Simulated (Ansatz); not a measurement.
Cost and result for the atomization energy of CH$_{5}$GeO$_{2}$ (`C[O][GeH][OH]`) radical (9 atoms, 8 bonds).

Z-matrix (Å, degrees):
```
C
O 1 1.411
H 1 1.092 2 107.6
H 1 1.096 2 111.3 3 -118.4
H 1 1.094 2 112.1 3 119.5
Ge 2 1.770 1 121.5 3 -163.4
O 6 1.790 2 103.5 1 44.8
H 6 1.564 2 103.3 1 160.4
H 7 0.960 6 113.3 2 -165.1
```

Charge 0, multiplicity 2. Correlated methods include outer-core shells of Ge, which these sets cover unevenly. Scalar relativity is left out up to krypton. Geometry: relaxed with PBE0-D4/def2-TZVP. It is one conformer, not always the lowest. Program: Ansatz. Hardware: A = 2 threads of an AMD EPYC 7R13 on a shared host; B = 2 threads of an AMD EPYC 7R13 on a shared host and a share of an NVIDIA H100 80 GB. Times are those of one run each, without the atoms' runs, and a repeat can differ threefold. Electronic energies, without spin–orbit coupling; frozen cores. CCSD(T)/CBS adds CCSD(T) − MP2 in def2-TZVPP to the MP2 limit, and its time is that of the two runs behind it. T1 = 0.015; ⟨S²⟩ of the reference is 0.76. With those shells the extrapolation isn't a true limit. B3LYP takes the VWN-RPA correlation (the form of Gaussian; ORCA's B3LYP/G).

CCSD(T)/CBS is a level of theory with its own doubt, some kJ/mol a heavy atom from the limit and from the frozen cores, so smaller differences don't rank the functionals.

```tsv
level	functions	wall time
PBE-D4/def2-TZVPP (with forces) [A]	211	6 s
PBE0-D4/def2-TZVPP [A]	211	7.5 s
B3LYP-D4/def2-TZVPP (with forces) [A]	211	10 s
CCSD(T)/def2-TZVPP [B]	211	10 s
r2SCAN-D4/def2-TZVPP (with forces) [A]	211	11 s
MP2/def2-QZVPP [B]	410	11 s
B2PLYP/def2-TZVPP [A]	211	16 s
ωB97X-V/def2-TZVPP [A]	211	18 s
CCSD(T)/CBS(def2)	–	21 s
ωB97M-V/def2-TZVPP (with forces) [A]	211	28 s
```

Problem. What atomization energy does each give, and how far from CCSD(T)/CBS? (Estimate.)

Solution. Ansatz gave: 
| level | atomization (kcal/mol) | difference from CCSD(T)/CBS | per bond |
| --- | --- | --- | --- |
| PBE-D4/def2-TZVPP (with forces) [A] | 755.3 | 14.2 | 1.8 |
| PBE0-D4/def2-TZVPP [A] | 734.8 | -6.3 | -0.8 |
| B3LYP-D4/def2-TZVPP (with forces) [A] | 737.9 | -3.2 | -0.4 |
| CCSD(T)/def2-TZVPP [B] | 722.5 | -18.6 | -2.3 |
| r2SCAN-D4/def2-TZVPP (with forces) [A] | 744.1 | 3.0 | 0.4 |
| MP2/def2-QZVPP [B] | 747.6 | 6.5 | 0.8 |
| B2PLYP/def2-TZVPP [A] | 731.8 | -9.3 | -1.2 |
| ωB97X-V/def2-TZVPP [A] | 741.5 | 0.4 | 0.1 |
| CCSD(T)/CBS(def2) | 741.1 | 0.0 | 0.0 |
| ωB97M-V/def2-TZVPP (with forces) [A] | 738.9 | -2.2 | -0.3 |

In def2-TZVPP, CCSD(T) changes the Hartree–Fock value by +211.1 kcal/mol (the triples alone add +12.5 kcal/mol) and MP2 by +225.1 kcal/mol; breaking electron pairs costs correlation energy, which Hartree–Fock lacks. The D4 term adds +5.8 kcal/mol with B3LYP and +3.0 kcal/mol with PBE0; it sums over pairs of atoms, weighted by their polarisabilities, and B3LYP, whose exchange is more repulsive, gets the larger term. From PBE to PBE0 (25 % exact exchange), in def2-TZVPP and without D4, the atomization energy moves by −19.9 kcal/mol: exact exchange takes away binding that semilocal exchange gives to molecules.
